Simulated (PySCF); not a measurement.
C3H9In, charge -1, doublet, geometry from GFN2-xTB (such geometries of metal compounds can be far from the true shape) (a state made from the parent by changing its charge; the spin is typed, not shown lowest) (all electrons, no relativity) (in this run its highest filled SCF level lies above zero, so its values depend strongly on the basis, on diffuse functions most of all); BHANDHLYP/STO-3G (PySCF).

Here is a job for PySCF.
```python
from pyscf import gto, scf, dft

mol = gto.Mole()
mol.atom = '''
    In    0.22895215   -0.16807644   -0.26351026
    C    -1.80926510   -1.27579263    0.16821116
    H    -2.45964441   -1.35056491   -0.70933650
    H    -2.33948104   -0.68307554    0.91992638
    H    -1.68602985   -2.28557070    0.57284125
    C    -0.48277658    2.02480246   -0.75890346
    H     0.33778056    2.74398803   -0.84848395
    H    -1.11262313    2.34780293    0.07569829
    H    -1.08403774    2.09670777   -1.67097867
    C     1.16469395    0.07809696    1.88858965
    H     2.06055072    0.70724590    1.90551002
    H     1.42074487   -0.87121702    2.37005108
    H     0.40817104    0.56778820    2.50939061
'''
mol.basis = 'sto-3g'
mol.charge = -1
mol.spin = 1
mol.verbose = 4
mol.build()

mf = dft.UKS(mol)
mf.xc = 'bhandhlyp'
mf.kernel()
```

The log (banner, timings and long lists left out):

```
PySCF version 2.14.0

[INPUT] verbose = 4
[INPUT] num. atoms = 13
[INPUT] num. electrons = 77
[INPUT] charge = -1
[INPUT] spin (= nelec alpha-beta = 2S) = 1
[INPUT] symmetry False subgroup None
[INPUT] Mole.unit = angstrom
[INPUT] Symbol           X                Y                Z      unit          X                Y                Z       unit  Magmom
[INPUT]  1 In     0.228952150000  -0.168076440000  -0.263510260000 AA    0.432656859130  -0.317618439592  -0.497962222413 Bohr   0.0
[INPUT]  2 C     -1.809265100000  -1.275792630000   0.168211160000 AA   -3.419015525734  -2.410898662439   0.317873023495 Bohr   0.0
[INPUT]  3 H     -2.459644410000  -1.350564910000  -0.709336500000 AA   -4.648054298717  -2.552197793348  -1.340451715158 Bohr   0.0
[INPUT]  4 H     -2.339481040000  -0.683075540000   0.919926380000 AA   -4.420978439213  -1.290825692989   1.738408912963 Bohr   0.0
[INPUT]  5 H     -1.686029850000  -2.285570700000   0.572841250000 AA   -3.186134654342  -4.319102661330   1.082513075354 Bohr   0.0
[INPUT]  6 C     -0.482776580000   2.024802460000  -0.758903460000 AA   -0.912315515554   3.826322105746  -1.434119694385 Bohr   0.0
[INPUT]  7 H      0.337780560000   2.743988030000  -0.848483950000 AA    0.638312748602   5.185385865785  -1.603402286589 Bohr   0.0
[INPUT]  8 H     -1.112623130000   2.347802930000   0.075698290000 AA   -2.102552995556   4.436704532151   0.143049036198 Bohr   0.0
[INPUT]  9 H     -1.084037740000   2.096707770000  -1.670978670000 AA   -2.048534437292   3.962203448548  -3.157692046290 Bohr   0.0
[INPUT] 10 C      1.164693950000   0.078096960000   1.888589650000 AA    2.200952584438   0.147581865561   3.568917200188 Bohr   0.0
[INPUT] 11 H      2.060550720000   0.707245900000   1.905510020000 AA    3.893876526575   1.336501053722   3.600892065414 Bohr   0.0
[INPUT] 12 H      1.420744870000  -0.871217020000   2.370051080000 AA    2.684818697181  -1.646361562860   4.478747442430 Bohr   0.0
[INPUT] 13 H      0.408171040000   0.567788200000   2.509390610000 AA    0.771331477579   1.072964194760   4.742060992455 Bohr   0.0

nuclear repulsion = 338.939586197889
number of shells = 29
number of NR pGTOs = 153
number of NR cGTOs = 51
basis = sto-3g
ecp = {}

******** <class 'pyscf.dft.uks.UKS'> ********
method = UKS
initial guess = minao
damping factor = 0
level_shift factor = 0
DIIS = <class 'pyscf.scf.diis.CDIIS'>
diis_start_cycle = 1
diis_space = 8
diis_damp = 0
SCF conv_tol = 1e-09
SCF conv_tol_grad = None
SCF max_cycles = 50
direct_scf = True
direct_scf_tol = 1e-13
number electrons alpha = 39  beta = 38
XC library pyscf.dft.libxc version 7.1.2
    S. Lehtola, C. Steigemann, M. J. T. Oliveira, and M. A. L. Marques,  SoftwareX 7, 1–5 (2018)
XC functionals = bhandhlyp
    A. D. Becke,  J. Chem. Phys. 98, 1372 (1993)
    Defined through Gaussian implementation.
radial grids:
    Treutler-Ahlrichs [JCP 102, 346 (1995); DOI:10.1063/1.469408] (M4) radial grids

becke partition: Becke, JCP 88, 2547 (1988); DOI:10.1063/1.454033
pruning grids: <function nwchem_prune>
grids dens level: 3
symmetrized grids: False
atomic radii adjust function: <function treutler_atomic_radii_adjust>
small_rho_cutoff = 0
Set gradient conv threshold to 3.16228e-05
tot grids = 152504
init E= -5787.70627741899

cycle= 1 E= -5802.93738186341  delta_E= -15.2  |g|= 0.446  |ddm|= 2.89
cycle= 2 E= -5803.13050087458  delta_E= -0.193  |g|= 0.0796  |ddm|= 1.02
cycle= 3 E= -5803.13477707773  delta_E= -0.00428  |g|= 0.029  |ddm|= 0.15
cycle= 4 E= -5803.13540276109  delta_E= -0.000626  |g|= 0.00388  |ddm|= 0.0508
cycle= 5 E= -5803.13543747609  delta_E= -3.47e-05  |g|= 0.000943  |ddm|= 0.016
cycle= 6 E= -5803.13544064026  delta_E= -3.16e-06  |g|= 0.000347  |ddm|= 0.00511
cycle= 7 E= -5803.13544108355  delta_E= -4.43e-07  |g|= 7.19e-05  |ddm|= 0.00232
cycle= 8 E= -5803.13544109506  delta_E= -1.15e-08  |g|= 3.12e-05  |ddm|= 0.000317
cycle= 9 E= -5803.1354410961  delta_E= -1.04e-09  |g|= 1.28e-05  |ddm|= 6.58e-05
cycle= 10 E= -5803.13544109632  delta_E= -2.16e-10  |g|= 1.77e-06  |ddm|= 4.09e-05
Extra cycle  E= -5803.13544109634  delta_E= -2.82e-11  |g|= 8.53e-07  |ddm|= 4.23e-06
converged SCF energy = -5803.13544109634  <S^2> = 0.75055108  2S+1 = 2.000551
```
